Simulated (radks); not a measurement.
Question: The phosphorus ion P4+, 11 electrons, occupied as [Ne] 3s1 (the NIST ground configuration). Calculated with a radial shooting solver on a logarithmic mesh with Libxc functionals: non-relativistic Kohn-Sham, LDA (Slater exchange, VWN5 correlation), spin-polarised, spherical densities, point nucleus; open shells are filled with parallel spins first. Some entries of the table are withheld. Estimate them.

orbital  occ.  eigenvalue (eV)  r(max) (bohr)  <1/r> (bohr^-1)
1s up       1        -2128.343        0.06823            14.52
1s down     1        -2128.062        0.06823            14.52
2s up       1        -228.3935         0.4208            2.809
2s down     1        -228.0274         0.4209            2.812
2p up       3        -180.9093         0.3528            2.720
2p down     3        -180.5380         0.3528            2.723
3s up       1         -59.5087          1.428           0.8716
3s down     0         -56.7155          1.424           0.8689
3p up       0              (1)          1.521           0.7967
3p down     0              (2)          1.522           0.7884
3d up       0              (3)          1.615           0.6295
3d down     0              (4)          1.637           0.6164
4s up       0         -25.4369          3.241              (5)
4s down     0         -24.7488          3.314              (6)
4f up       0         -15.6672          3.233           0.3055
4f down     0         -15.0239          3.473           0.2867

Answer: 
(1) 3p up eigenvalue (eV): -48.8324
(2) 3p down eigenvalue (eV): -46.1644
(3) 3d up eigenvalue (eV): -34.3152
(4) 3d down eigenvalue (eV): -31.9534
(5) 4s up <1/r> (bohr^-1): 0.4224
(6) 4s down <1/r> (bohr^-1): 0.4119
